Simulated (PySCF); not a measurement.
Working out the ionisation energy of Ru(2+)

Ru(2+) [Kr] 4d6 (5D) → Ru(3+) [Kr] 4d5 (6S). All numbers are calculated (PySCF 2.14, a scalar-relativistic core potential, in aug-cc-pVTZ-PP with ECP28MDF (6s6p5d3f2g, 88 functions)). Frozen: 4s2 4p6. Energies in hartree (1 hartree = 27.21139 eV):

```csv
part,Ru(2+) (lower),Ru(3+) (upper)
UHF,-93.037709,-92.065966
CCSD correlation,-0.112971,-0.067033
(T),-0.002334,-0.000641
```

Q: What does Hartree-Fock give?

A: (-92.065966) − (-93.037709) = 0.971743 hartree = 26.442 eV.

Q: What do CCSD and CCSD(T) give?

A: The CCSD correlation energies differ by 0.045938 hartree = 1.250 eV and the triples by 0.001693 hartree = 0.046 eV, so CCSD gives 27.692 eV and CCSD(T) 27.738 eV.

Reference: 28.47 eV (semi-empirical (NIST evaluation); NIST Atomic Spectra Database, ionization energies), between the lowest levels; spin-orbit coupling is absent from the calculation.

What remains against the reference includes basis incompleteness, the frozen core and higher excitations.
